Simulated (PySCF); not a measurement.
Work out the structure from these simulated measurements.

Formula: C3H6N2Si.

| Item | Value |
| --- | --- |
| 13C NMR | chemical shifts (computed TMS as zero) by class: 149.2 (1 C), 137.9 (1 C), 106.0 (1 C) ppm [GIAO PBE0/pcSseg-1] |
| UV, first state | lowest singlet excitation: 6.59 eV (188 nm, f = 0.089) [TDDFT CAM-B3LYP/def2-SVPD] |
| Triplet | lowest triplet excitation (Tamm–Dancoff): 4.62 eV [TDA CAM-B3LYP/def2-SVPD] |
| XPS | Si2p3/2 106.6, C1s 289.9, C1s 290.8, C1s 291.3, N1s 405.1, N1s 407.1, Si1s 1846.4 eV [ΔSCF SCAN, pcX-2 on the ionised atom, pcseg-1 elsewhere, spin-free X2C, 2p3/2 from a spin–orbit splitting computed afterwards within the 2p shell] |
| 1H NMR | chemical shifts (computed TMS as zero) by class: 9.82 (1 H), 7.70 (1 H), 7.57 (1 H), 4.53 (3 H) ppm [GIAO PBE0/pcSseg-1] |
| Rotational structure | rotational constants A, B, C: 8.782, 1.907, 1.595 GHz [GFN2-xTB] |
| Dipole | 2.25 D [CAM-B3LYP/def2-SVPD] |

Electronic properties: PySCF, gas phase, density fitting. Levels stand in brackets. Isolated species at its GFN2-xTB geometry, gas phase. Each NMR value is the plain mean over a class of atoms that symmetry, rotation or inversion makes alike.

Problem. Propose a structure and show how it fits.

Solution. Numbering: `[SiH3:1][c:2]1[cH:3][n:4][nH:5][cH:6]1`. Its formula, C3H6N2Si, gives 3 degrees of unsaturation: 1 ring and 2 π bonds in the structure found (Kekulé form). 3 carbons fall into 3 classes; from least to most shielded: aromatic CH next to a ring nitrogen [C3] (149.2 ppm), aromatic CH next to a ring nitrogen [C6] (137.9 ppm), substituted aromatic carbon [C2] (106.0 ppm). Hydrogen classes from least to most shielded: 1 H on a pyrrole-type nitrogen, N5 (9.82 ppm), 1 H on an aromatic CH next to a ring nitrogen, C3 (7.70 ppm), 1 H on an aromatic CH next to a ring nitrogen, C6 (7.57 ppm), 3 H on an SiH3 silicon, Si1 (4.53 ppm). The core levels belong to: Si2p3/2 106.6 eV, SiH3 silicon [Si1]; C1s 289.9 eV, substituted aromatic carbon [C2]; C1s 290.8 eV, aromatic CH next to a ring nitrogen [C3]; C1s 291.3 eV, aromatic CH next to a ring nitrogen [C6]; N1s 405.1 eV, pyridine-type nitrogen [N4]; N1s 407.1 eV, pyrrole-type nitrogen [N5]; Si1s 1846.4 eV, SiH3 silicon [Si1]. By its constants the optimised geometry is an asymmetric top. Structure: `[SiH3]c1cn[nH]c1`. Computed isomers that give other values at the same levels: `C/C=N\[SiH2]C#N` (13C chemical shifts (computed TMS as zero) by class: 184.2 (1 C), 123.7 (1 C), 31.1 (1 C) ppm); `C/C=N/[SiH2]C#N` (13C chemical shifts (computed TMS as zero) by class: 184.0 (1 C), 123.8 (1 C), 34.1 (1 C) ppm); `[SiH3]n1ccnc1` (13C chemical shifts (computed TMS as zero) by class: 144.8 (1 C), 139.6 (1 C), 124.1 (1 C) ppm). The assignments are read from this structure; whether some other isomer fits the data as well wasn't checked.
